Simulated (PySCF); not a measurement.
**Solvent effects on NMR parameters**

Molfile (atoms numbered from 1):
```
C6H11F3
     RDKit          3D

 20 19  0  0  0  0  0  0  0  0999 V2000
    1.1875   -0.8716    0.9211 C   0  0  0  0  0  0  0  0  0  0  0  0
    0.7703   -0.0792   -0.3120 C   0  0  2  0  0  0  0  0  0  0  0  0
    1.5627    1.2131   -0.3977 C   0  0  0  0  0  0  0  0  0  0  0  0
    2.8880    0.9272   -0.4536 F   0  0  0  0  0  0  0  0  0  0  0  0
    1.2523    1.8782   -1.5383 F   0  0  0  0  0  0  0  0  0  0  0  0
   -0.7473    0.1633   -0.4300 C   0  0  1  0  0  0  0  0  0  0  0  0
   -1.4796   -1.0820   -0.9198 C   0  0  0  0  0  0  0  0  0  0  0  0
   -1.3890    0.6361    0.8605 C   0  0  0  0  0  0  0  0  0  0  0  0
   -0.7336    1.7298    1.3837 F   0  0  0  0  0  0  0  0  0  0  0  0
    1.0065   -0.2999    1.8447 H   0  0  0  0  0  0  0  0  0  0  0  0
    0.6364   -1.8205    0.9937 H   0  0  0  0  0  0  0  0  0  0  0  0
    2.2592   -1.1086    0.8796 H   0  0  0  0  0  0  0  0  0  0  0  0
    1.0752   -0.6392   -1.2141 H   0  0  0  0  0  0  0  0  0  0  0  0
    1.3888    1.8907    0.4526 H   0  0  0  0  0  0  0  0  0  0  0  0
   -0.8877    0.9557   -1.1837 H   0  0  0  0  0  0  0  0  0  0  0  0
   -1.3603   -1.9265   -0.2223 H   0  0  0  0  0  0  0  0  0  0  0  0
   -1.0947   -1.4011   -1.8992 H   0  0  0  0  0  0  0  0  0  0  0  0
   -2.5589   -0.8952   -1.0317 H   0  0  0  0  0  0  0  0  0  0  0  0
   -1.3778   -0.1631    1.6220 H   0  0  0  0  0  0  0  0  0  0  0  0
   -2.4397    0.9199    0.6808 H   0  0  0  0  0  0  0  0  0  0  0  0
  1  2  1  0
  2  3  1  0
  3  4  1  0
  3  5  1  0
  2  6  1  0
  6  7  1  0
  6  8  1  0
  8  9  1  0
  1 10  1  0
  1 11  1  0
  1 12  1  0
  2 13  1  6
  3 14  1  0
  6 15  1  6
  7 16  1  0
  7 17  1  0
  7 18  1  0
  8 19  1  0
  8 20  1  0
M  END
```

GIAO PBE0/pcSseg-1 in PySCF on one PBE0-D3(BJ)/def2-SVP conformer, non-relativistic, equivalent nuclei averaged. Solvents enter as an IEF-PCM continuum (tetrahydrofuran with ε = 7.4, acetone with ε = 20.5) around the gas-phase geometry. Shifts are referred to TMS, CFCl3 computed in the same medium.

Gas phase, δ in ppm: C3 122.2, C8 86.7, C2 44.9, C6 32.1, C7 15.0, C1 7.7, F4 -137.6, F5 -141.9, F9 -238.5, H14 5.84, H20 4.35, H19 4.15, H15 2.27, H13 1.45. Dipole moment 3.20 D.

Question: How does each δ change in the continuum?

Answer: 
```tsv
atoms	environment	Δδ, tetrahydrofuran	Δδ, acetone
C3	sp3 CH bonded to 2 F	+1.9	+2.2
C8	sp3 CH2 bonded to F	+1.3	+1.5
C2	sp3 CH	+0.7	+0.9
C6	sp3 CH	+1.3	+1.5
C7	methyl carbon	+0.1	+0.1
C1	methyl carbon	+0.6	+0.7
F4	fluorine of a CF2 group	-1.2	-1.3
F5	fluorine of a CF2 group	-1.1	-1.2
F9	fluorine on an sp3 carbon	-2.7	-3.1
H14	hydrogen on an sp3 CH bonded to 2 F	+0.07	+0.08
H20	hydrogen on an sp3 CH2 bonded to F	+0.17	+0.20
H19	hydrogen on an sp3 CH2 bonded to F	+0.18	+0.21
H15	hydrogen on an sp3 CH	-0.06	-0.07
H13	hydrogen on an sp3 CH	+0.12	+0.14
```

Changes are relative to the gas phase. The dipole moment becomes 3.81 D in tetrahydrofuran, 3.91 D in acetone.

Question: Which of the listed nuclei move most (in ppm), and what does the model miss?

Answer: F9 (fluorine on an sp3 carbon, -3.1 ppm) in acetone. A continuum only polarises the solute; specific hydrogen bonds, the anisotropy of aromatic solvents and changes of geometry or conformer are outside it.
